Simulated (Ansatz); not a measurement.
Consider the isomerisation: `OC1(F)C=N[SiH2]1` → `N#COC(F)[SiH3]`.

Gas-phase electronic energies from Ansatz, PBE0-D4/def2-TZVP geometries. CCSD(T)/CBS adds triple-zeta CCSD(T) − MP2 to the extrapolated MP2 energy (def2 sets, frozen cores). Functionals use def2-TZVPP. B3LYP here is the variant with VWN-RPA as its local correlation; programs differ in this. One conformer a species, not always the lowest.

Task: Is it downhill or uphill in electronic energy at CCSD(T)/CBS, and by how much? (Best estimate.)

Result: Ansatz gave: Uphill: ΔE = +0.64 eV.

Task: What do these levels give: PBE-D4, PBE0-D4, B3LYP-D4, PBE, CCSD(T)/def2-TZVPP, HF/CBS(def2)? (Estimate.)

Result: Ansatz gave: PBE-D4 0.66, PBE0-D4 0.74, B3LYP-D4 0.50, PBE 0.63, CCSD(T)/def2-TZVPP 0.53, HF/CBS(def2) 0.33 eV.

Largest T1 diagnostic among the species: 0.014.

The D4 term adds +0.05 eV with B3LYP and +0.02 eV with PBE0; it sums over pairs of atoms, weighted by their polarisabilities, and B3LYP, whose exchange is more repulsive, gets the larger term. In def2-TZVPP, CCSD(T) changes the Hartree–Fock value by +0.21 eV (the triples alone add +0.02 eV) and MP2 by +0.22 eV.
